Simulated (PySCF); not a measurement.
[MnF4]2+ holds Mn(VI), d1, at total charge +2. The structure is a model geometry with rigid ligands and bond lengths from ionic radii, not a minimum; coordination tetrahedral, point group Td, metal–donor distances 1.55 Å.

The d shell alone is too small an active space for [MnF4]2+ (an active orbital has only 0.56 squared overlap with the free ion's shell): its levels, fitted parameters, g values and moments show what this model gives and aren't sound predictions.

```
5

Mn    0.000    0.000    0.000
F     0.898    0.898    0.898
F    -0.898   -0.898    0.898
F    -0.898    0.898   -0.898
F     0.898   -0.898   -0.898
```

Method (PySCF 2.14, density fitting): CASSCF(1,5) with orbitals averaged over all microstates of the shell, strongly contracted NEVPT2 on the averaged canonical orbitals; basis x2c-TZVPall on the metal, x2c-SVPall elsewhere; spin-free X2C; gas phase; spin-orbit coupling by state interaction with the mean-field operator over all roots.

Q: Which term lies lowest, and with what spin?

A: 2E (S = 1/2, orbital degeneracy 2), with 1.0 electrons in the lower (e-type) set and 0.0 in the upper (t2-type) set, by NEVPT2.

Q: List the excited states of the same spin.

A: By NEVPT2: 2T2 at 18455 cm⁻¹ (542 nm). The strongest, at 18455 cm⁻¹, has f = 4.4e-03.

Q: Give the fitted ligand-field and repulsion parameters.

A: At NEVPT2 level: orbital energies 0, 0, 18455, 18455, 18455 cm⁻¹; 10Dq = 18455 cm⁻¹; ζ = 245 cm⁻¹ (free ion 518), lowered by covalency.

Q: What magnetic behaviour follows?

A: The ground state is orbitally degenerate (an E term, whose orbital moment is quenched to first order), so no simple spin Hamiltonian is given. The lowest spin-orbit level is 4-fold; the next lies at 18431.3 cm⁻¹. μeff is 1.72 μB at 300 K and 1.70 μB at 10 K; the spin-only value is 1.73 μB.

The geometry is a model, and the complex may not exist in this form. Charge-transfer states lie outside this active space and may come lower than some of these levels. The ground state is orbitally degenerate in this regular structure, which would distort (Jahn–Teller), so its moment is that of the undistorted model. NEVPT2 on the d shell alone tends to put d–d bands too high for such charged or covalently bound ions.

The job took 3.1 s on one thread of Arm Neoverse V2 (shared host), with 104 basis functions, launched as `OMP_NUM_THREADS=1 python lf_run.py task.json out`.
